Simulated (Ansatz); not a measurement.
Basis-set series for CH$_{4}$Ga$_{2}$, SMILES `[CH2]1[GaH][GaH]1`. Total charge 0; spin multiplicity 1. All single points use the PBE0-D4/def2-TZVP geometry.

```xyz
7

C    -0.049   -0.428    0.710
Ga    0.679    1.191   -0.374
Ga   -0.748   -0.577   -1.097
H    -0.526   -0.665    1.661
H     1.010   -0.755    0.763
H     1.687    2.282    0.147
H    -2.053   -1.048   -1.810
```

```csv
functional,basis,functions,energy (Eh),HOMO (eV),LUMO (eV)
PBE0-D4,def2-SVP,98,-3889.06623,-5.74,-2.16
PBE0-D4,def2-TZVPP,183,-3889.60527,-5.76,-2.18
ωB97M-V,def2-SVP,98,-3889.37922,-7.65,-0.36
ωB97M-V,def2-TZVPP,183,-3889.91860,-7.69,-0.42
```

**Question.** Give the rows for def2-QZVPP. (An estimate is asked.)

**Answer.** Computed: 
```tsv
functional	basis	functions	energy (Eh)	HOMO (eV)	LUMO (eV)
PBE0-D4	def2-QZVPP	355	-3889.69445	-5.77	-2.20
ωB97M-V	def2-QZVPP	355	-3890.00508	-7.70	-0.51
```

Scalar relativity is left out up to krypton.
